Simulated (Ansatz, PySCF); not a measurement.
SnI2, SMILES [I][Sn][I] (connectivity only; charge and spin as stated), neutral, multiplicity 1.

Coordinates come from a B3LYP-D3(BJ)/def2-SVP optimisation. The isomer is the one that the SMILES or the coordinates give; other isomers of the formula were not compared. The def2 effective core potentials stand for the cores of I, Sn; spin–orbit coupling is left out.

Vertical ionisation energy (IE) and electron affinity (EA) in eV. Rows of orbital energies are one-electron estimates. Where ΔSCF, EOM or ADC give a negative EA the extra electron is unbound and the value depends on the basis.

| level | IE | EA |
|---|---|---|
| −ε(HOMO), −ε(LUMO), M06-2X/def2-TZVPD (PySCF) | 8.24 | 2.62 |
| −ε(HOMO), −ε(LUMO), PBE/def2-TZVPD (PySCF) | 6.31 | 3.99 |
| ΔSCF, ωB97X-V/def2-SVPD (Ansatz), final states of multiplicity 2 and 2 | 9.26 | 1.91 |
| ΔSCF, PBE/def2-SVPD (Ansatz), final states of multiplicity 2 and 2 | 8.84 | 1.69 |

**Question.** What vertical singlet–triplet gap does ΔSCF give with ωB97X-V/def2-SVPD (Ansatz, a program for electronic structure) and with PBE/def2-SVPD (Ansatz)? (Estimate from the structure and the level; the computed values follow.)

**Answer.** 2.34 and 2.27 eV (triplet above singlet where positive).
